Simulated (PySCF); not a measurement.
SCF from a fresh guess for quintet PtCl₃⁺, at the PBE minimum. PySCF input:

```python
from pyscf import gto, scf, dft
mol = gto.M(atom='''
Pt     0.016770    -0.000000     0.000000
Cl     2.270880    -0.000700     0.000000
Cl    -1.113380     1.950900    -0.000000
Cl    -1.114590    -1.950210    -0.000000''',
    basis={'Pt': 'def2-SVP', 'Cl': 'def2-SVP'},
    ecp={'Pt': 'def2-SVP'},
    charge=1, spin=4)
mf = scf.UHF(mol)
aux = {'Pt': 'def2-universal-JKFIT', 'Cl': 'def2-universal-JKFIT'}
mf = mf.density_fit(auxbasis=aux)
mf.conv_tol = 1e-08
mf.diis_space = 10
mf.max_cycle = 60
mf.init_guess = 'minao'
mf.verbose = 4
mf.kernel()
```

Excerpt of the output (cycles alone):

```
init E= -1484.52890293773
cycle= 1 E= -1495.64485306875  delta_E= -11.1  |g|= 0.804  |ddm|= 5.84
cycle= 2 E= -1495.25354395702  delta_E= 0.391  |g|= 1.36  |ddm|= 1.89
cycle= 3 E= -1496.05674141302  delta_E= -0.803  |g|= 0.143  |ddm|= 1.13
cycle= 4 E= -1496.07594995465  delta_E= -0.0192  |g|= 0.0682  |ddm|= 0.256
cycle= 5 E= -1496.08227573871  delta_E= -0.00633  |g|= 0.015  |ddm|= 0.197
cycle= 6 E= -1496.08313302679  delta_E= -0.000857  |g|= 0.0114  |ddm|= 0.0512
cycle= 7 E= -1496.08388115036  delta_E= -0.000748  |g|= 0.00916  |ddm|= 0.0552
cycle= 8 E= -1496.08458673329  delta_E= -0.000706  |g|= 0.00629  |ddm|= 0.0746
cycle= 9 E= -1496.08486130669  delta_E= -0.000275  |g|= 0.00259  |ddm|= 0.0563
cycle= 10 E= -1496.08490152725  delta_E= -4.02e-05  |g|= 0.00103  |ddm|= 0.0237
cycle= 11 E= -1496.08490596992  delta_E= -4.44e-06  |g|= 0.000805  |ddm|= 0.00525
cycle= 12 E= -1496.08490786118  delta_E= -1.89e-06  |g|= 0.000855  |ddm|= 0.00179
cycle= 13 E= -1496.08490127088  delta_E= 6.59e-06  |g|= 0.000617  |ddm|= 0.00716
cycle= 14 E= -1496.08489715774  delta_E= 4.11e-06  |g|= 0.000371  |ddm|= 0.00828
cycle= 15 E= -1496.08489629067  delta_E= 8.67e-07  |g|= 0.000128  |ddm|= 0.00512
cycle= 16 E= -1496.08489628602  delta_E= 4.65e-09  |g|= 3.85e-05  |ddm|= 0.00145
Extra cycle  E= -1496.08489628978  delta_E= -3.76e-09  |g|= 2.64e-05  |ddm|= 9.56e-05
converged SCF energy = -1496.08489628978  <S^2> = 6.0872787  2S+1 = 5.0347905
```

This is not the lowest solution: all starts ended here, but a stability analysis within the same unrestricted form found one 38.9 kJ/mol lower, at -1496.09971 Eh.

Open d and f shells are described by one determinant, and the ground state may have another occupation or spin. With an element this heavy the missing spin–orbit coupling can shift these numbers.

The search for the lowest solution, 3 starts and the stability check together, took 7.9 s on 4 threads of a shared Intel Xeon Platinum 8488C (Sapphire Rapids) host, with 86 basis functions; the process peaked at 0.38 GiB. Launch command: `OMP_NUM_THREADS=4 python axn.py task.json out`.
